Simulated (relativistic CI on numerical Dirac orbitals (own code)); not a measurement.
# Electric-dipole transitions in Zn4+

Calculated at this level of theory: Dirac-Coulomb-Breit CI, KLI orbitals optimised for each configuration, a model potential for QED, valence Slater integrals scaled by 0.85, configuration energies shifted to the measured levels that pair with them (semi-empirical) (own radial code, finite nucleus).

Configurations in the expansion (outside the closed core [Ne]): 3s2 3p6 3d8, 3s2 3p6 3d7 4s, 3s2 3p6 3d7 4p, 3s2 3p5 3d9, 3s2 3p6 3d7 4d, 3s2 3p6 3d7 5s, 3s2 3p6 3d7 5p, 3s2 3p6 3d6 4s2, 3s2 3p6 3d7 4f, 3s2 3p6 3d7 5d, 3s2 3p6 3d6 4s 4p, 3s2 3p6 3d7 5f, 3s2 3p6 3d7 5g, 3s2 3p4 3d10, 3s 3p6 3d9, 3s2 3p6 3d6 4p2, 3s2 3p6 3d6 4s 4d. Levels of other configurations are missing.

```tsv
λ vac (Å)	Lower	Upper	A (s⁻¹)	log gf	S velocity/length
316.48	3s2 3p6 3d8 3F_4 [1]	3s2 3p6 3d7 4p 3G°_5 [97]	5.75e+09	-0.02	0.98
316.86	3s2 3p6 3d8 3F_3 [2]	3s2 3p6 3d7 4p 3G°_4 [104]	6.11e+09	-0.08	0.98
335.55	3s2 3p6 3d8 1G_4 [8]	3s2 3p6 3d7 4p 1G°_4 [127]	1.36e+10	0.31	0.87
340.72	3s2 3p6 3d8 3F_4 [1]	3s2 3p6 3d7 4p 3F°_4 [64]	4.48e+09	-0.15	0.87
1100.6	3s2 3p6 3d7 4s 3H_6 [28]	3s2 3p6 3d7 4p 3H°_6 [119]	1.54e+09	0.56	0.93
1124.7	3s2 3p6 3d7 4s 5P_3 [18]	3s2 3p6 3d7 4p 5D°_4 [81]	1.49e+09	0.41	0.95
1128.8	3s2 3p6 3d7 4s 5F_5 [10]	3s2 3p6 3d7 4p 5G°_6 [53]	1.65e+09	0.61	0.98
1143.5	3s2 3p6 3d7 4s 5F_4 [11]	3s2 3p6 3d7 4p 5G°_5 [54]	1.43e+09	0.49	0.97
1148.3	3s2 3p6 3d7 4s 5F_3 [12]	3s2 3p6 3d7 4p 5G°_4 [57]	1.46e+09	0.42	0.97
1152.5	3s2 3p6 3d7 4s 5F_2 [13]	3s2 3p6 3d7 4p 5G°_3 [59]	1.44e+09	0.30	0.96
1163.3	3s2 3p6 3d7 4s 3G_5 [21]	3s2 3p6 3d7 4p 3H°_6 [80]	1.51e+09	0.60	1.00
1165.9	3s2 3p6 3d7 4s 5F_4 [11]	3s2 3p6 3d7 4p 5D°_4 [50]	1.16e+09	0.33	0.94
1176.3	3s2 3p6 3d7 4s 3H_6 [28]	3s2 3p6 3d7 4p 3I°_7 [103]	1.50e+09	0.67	1.01
1180.2	3s2 3p6 3d7 4s 3F_4 [15]	3s2 3p6 3d7 4p 3F°_4 [64]	1.35e+09	0.40	0.92
1181.8	3s2 3p6 3d7 4s 5F_5 [10]	3s2 3p6 3d7 4p 5F°_5 [45]	1.43e+09	0.52	0.94
1182.9	3s2 3p6 3d7 4s 5F_5 [10]	3s2 3p6 3d7 4p 5F°_4 [44]	1.07e+09	0.31	0.91
1186.1	3s2 3p6 3d7 4s 1G_4 [24]	3s2 3p6 3d7 4p 1H°_5 [89]	1.22e+09	0.45	0.99
1190.1	3s2 3p6 3d7 4s 3F_3 [16]	3s2 3p6 3d7 4p 3G°_4 [65]	1.32e+09	0.40	0.97
1193.2	3s2 3p6 3d7 4s 3F_4 [15]	3s2 3p6 3d7 4p 3G°_5 [63]	1.24e+09	0.46	0.97
1204.4	3s2 3p6 3d7 4s 3H_6 [28]	3s2 3p6 3d7 4p 3G°_5 [97]	1.30e+09	0.49	0.87
```

Terms are leading LS components. Brackets give the number of a level in order of energy, since labels repeat. The list gives strong lines, with weight on those to low levels, without configurations that were not tied to measured data, among the lowest 400 of 2692 levels, so that lines to higher ones, which can be the strongest, are missing. Levels whose partners in the same complex of configurations lie outside the list can be far off, and so can their lines. Rates are taken at the computed energies, electric ones in the length gauge. A velocity-to-length ratio far from 1 marks an uncertain rate.

Configurations whose levels could be paired with our table of measured levels were shifted onto them, all but the ground configuration, by the median error of their levels; single terms can still be off by 1,000 to 2,000 cm⁻¹ or more, and rates follow the energies as ν³ (E1, M1) or ν⁵ (E2). The others borrow a shift and can be off by several thousand cm⁻¹ or more. 58 of the 63 excited levels that our extract of the measured tables holds in this range could be paired (the sources list more); they are missed by 880 cm⁻¹ on average and 7406 at most, after the shifts were fitted to these levels, and levels without a partner can miss by more.

LS names give the leading component of a level, which can be under half, so a name can repeat, a term be missing and a line seem to break the LS rules.
